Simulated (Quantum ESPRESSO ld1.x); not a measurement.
Results of a calculation; reference values are marked as such.
Problem. Sb20+, 31 electrons, occupied as [Ar] 3d10 4s2 4p1 (the NIST ground configuration). Code: ld1.x of Quantum ESPRESSO 7.5. Model: Dirac Kohn-Sham, LDA (Slater exchange, Perdew-Zunger correlation), spin-unpolarised, spherical densities, point nucleus; open shells are shared between the two j in proportion to 2j + 1. Some entries of the table are withheld. Estimate them.

orbital      occ.  eigenvalue (eV)  <r^2> (bohr^2)  <r> (bohr)
1s1/2           2         -30828.1        0.001096     0.02844
2s1/2           2         -5170.06         0.01765         (1)
2p1/2           2              (2)         0.01308      0.1032
2p3/2           4              (3)         0.01437      0.1086
3s1/2           2         -1440.02             (4)      0.3269
3p1/2           2         -1320.84          0.1163         (5)
3p3/2           4         -1272.92          0.1241         (6)
3d3/2           4         -1063.53          0.1037         (7)
3d5/2           6         -1053.38          0.1060         (8)
4s1/2           2         -616.210          0.5455      0.6972
4p1/2    0.333333         -570.916             (9)      0.7075
4p3/2    0.666667         -557.876            (10)      0.7238

Solution. 
(1) 2s1/2 <r> (bohr): 0.1222
(2) 2p1/2 eigenvalue (eV): -4878.19
(3) 2p3/2 eigenvalue (eV): -4626.02
(4) 3s1/2 <r^2> (bohr^2): 0.1221
(5) 3p1/2 <r> (bohr): 0.3166
(6) 3p3/2 <r> (bohr): 0.3274
(7) 3d3/2 <r> (bohr): 0.2964
(8) 3d5/2 <r> (bohr): 0.2998
(9) 4p1/2 <r^2> (bohr^2): 0.5650
(10) 4p3/2 <r^2> (bohr^2): 0.5912
